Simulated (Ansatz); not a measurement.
Q: Name a neutral molecule of Al, C, Ge and H with size of the dipole moment (PBE/def2-TZVPP) between 0.60 and 0.90 D and HOMO energy (PBE/def2-TZVPP) between -5.50 and -5.20 eV (Ansatz, PBE0-D4/def2-TZVP geometry).

A: `[GeH3][Al]1[CH]=[CH]1` (0.78 D, -5.28 eV). Other molecules can fit too; these were computed, each in one conformer that needn't be the lowest.
